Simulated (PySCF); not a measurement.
## Core-level binding energies of trans-Ge(NH3)2Cl4

Compound: trans-Ge(NH3)2Cl4.
Geometry (PBE0-D3(BJ)/def2-SVP, Å), atoms numbered from 1 in this order:
```
atom  x, y, z in Å
Ge1    0.0051   -0.0047    0.0013
N2    -0.0161   -0.0291    2.0618
H3    -0.4568    0.8285    2.3990
H4     0.9520   -0.0764    2.3863
H5    -0.5343   -0.8490    2.3816
N6     0.0216    0.0217   -2.0598
H7     0.5155    0.8568   -2.3787
H8    -0.9487    0.0441   -2.3808
H9     0.4842   -0.8223   -2.4013
Cl10   2.2604   -0.0335    0.0056
Cl11  -2.2510    0.0250   -0.0020
Cl12   0.0342    2.2510    0.0284
Cl13  -0.0239   -2.2592   -0.0264
```

Computed with PySCF, delta-SCF UKS SCAN, pcX-2 on the ionised atom, pcseg-1 elsewhere, spin-free X2C. These are vertical core ionisation energies against the vacuum level, from separate self-consistent calculations with and without the core hole.

Question: What binding energy does each computed site have?

Answer: 
| atom(s) | bonded to | level | binding energy (eV) | 2p1/2 (eV) | count |
| --- | --- | --- | --- | --- | --- |
| Cl10/Cl11/Cl12/Cl13 | Ge | Cl 1s | 2827.29 | – | 4 |
| N2/N6 | 3 H and Ge | N 1s | 407.66 | – | 2 |
| Cl10/Cl11/Cl12/Cl13 | Ge | Cl 2p3/2 | 204.69 | 206.35 | 4 |

Question: Which effective nuclear charge Zeff reproduces each element's mean 1s value in the hydrogen-like formula E = 13.606 eV × Zeff²?

Answer: N (Z = 7): mean 407.7 eV, Zeff = 5.47, Z − Zeff = 1.53; Cl (Z = 17): mean 2827.3 eV, Zeff = 14.42, Z − Zeff = 2.58. Means run over the listed sites, weighted by atom count.

Topologically equivalent atoms share the value of their first member; where this conformer doesn't relate them by symmetry, their own values could differ. 2p3/2 and 2p1/2 are the ΔSCF energy of one spin-free 2p hole plus the eigenvalues of a spin–orbit and ligand-field matrix of the shell. 2p1/2 minus 2p3/2 (ligand field included): Cl 1.65 eV. No level of germanium is listed. Isolated species at its PBE0-D3(BJ)/def2-SVP geometry, gas phase.

Hardware: an Arm Neoverse V1 with one thread, on a shared host. Cost: 34 s wall, 0.66 GiB resident at most.
